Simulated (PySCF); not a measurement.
# Relaxation of triplet RhH₂⁺

These are results of UPBE0 in PySCF with Rh def2-TZVP with ECP28, H def2-TZVP; scalar-relativistic core potentials, no spin–orbit coupling; density-fitted integrals, not measurements. A (50,194) grid was used.

A hand-made side-on start, of C2v symmetry, held to at least that symmetry:

```xyz
3
charge 1 multiplicity 3, angstrom
Rh    0.0000    0.0000   -0.0297
H     0.4200    0.0000    1.5157
H    -0.4200    0.0000    1.5157
```

(1) What forces act on the atoms at the start (eV/Å)?

(2) What does it relax to?

(3) How much energy is released, and in how many steps?

Answers

(1) 
| atom | Fx | Fy | Fz |
| --- | --- | --- | --- |
| Rh1 | 0.00 | 0.00 | -2.20 |
| H2 | 0.74 | 0.00 | 1.10 |
| H3 | -0.74 | 0.00 | 1.10 |

(2) It ends at C2v with H–H 0.823 Å, Rh–H 1.776 Å (×2); H–H–Rh 76.6° (×2), H–Rh–H 26.8°. A frequency run shows a minimum. Other isomers or separated fragments may lie lower.

(3) 15.7 kJ/mol in 5 steps.

Other spin states or occupations of the open shell can lie lower.
